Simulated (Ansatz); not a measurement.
Pulling on the O2–H3 bond in HNaO (SMILES [OH][Na]) (multiplicity 1 held, fragments rigid). Energies count from the point at 0.954 Å.
Geometry at that point (charge 0, multiplicity 1):
```xyz
3

Na     0.000     0.000    -0.917
O      0.000     0.000     1.015
H      0.000     0.000     1.969
```

R- and RO- levels are restricted; in cc, def2 and unpolarised 6-31G sets they are followed outwards from rest. U- levels take the lowest unrestricted solution at each point, which mixes spins at long bonds. Levels need not reach the same state.

Cores are frozen in the correlated methods.

Programs: Ansatz (a program for electronic structure). Each number belongs to the level named beside it.

Energies in kJ/mol.

```csv
R (Å),U-HF/def2-SVPD,R-MP2/def2-SVPD,R-SCS-MP2/def2-SVPD,U-SCS-MP2/def2-SVPD,R-CCSD(T)/def2-SVPD
0.763,142,166,166,166,165
0.859,21,34,34,34,33
0.954,0,0,0,0,0
1.050,30,18,18,18,18
1.145,86,62,62,62,61
1.288,187,148,147,147,143
1.431,277,239,236,307,226
1.670,342,377,369,448,342
1.908,366,489,475,497,419
2.195,377,590,568,519,465
2.576,372,676,643,524,469
3.054,370,724,679,523,427
```

Doubts at one or more of the structures used: a spin-contaminated determinant (U-HF/def2-SVPD, U-SCS-MP2/def2-SVPD); a restricted determinant that unrestricted orbitals would lower (R-MP2/def2-SVPD, R-SCS-MP2/def2-SVPD, R-CCSD(T)/def2-SVPD); T1 above 0.05 (R-CCSD(T)/def2-SVPD); other coupled-cluster roots lie near (R-CCSD(T)/def2-SVPD).
